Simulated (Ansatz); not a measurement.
Input for Ansatz (development build ahead of 0.2.0):

```yaml
crystal:
  periodic: [false, false, false]
  atoms:
    - { symbol: Ni, position_ang: [0.0, 0.0, 0.0] }
    - { symbol: B, position_ang: [0.0, 0.0, 3.8272] }
basis:
  gaussian: { orbitals: pcseg-2 }
magnetization:
  initial_magnetization: 5
hamiltonian:
  xc: hf
```

The input is written out in the form of the current development build from the run's settings.

The run gave:

* Converged: yes
* Total energy: -1531.29672 hartree
* Spin squared of the determinant: 8.750
* Stability test: minimum among restricted orbitals

Caution: another spin multiplicity may lie lower.
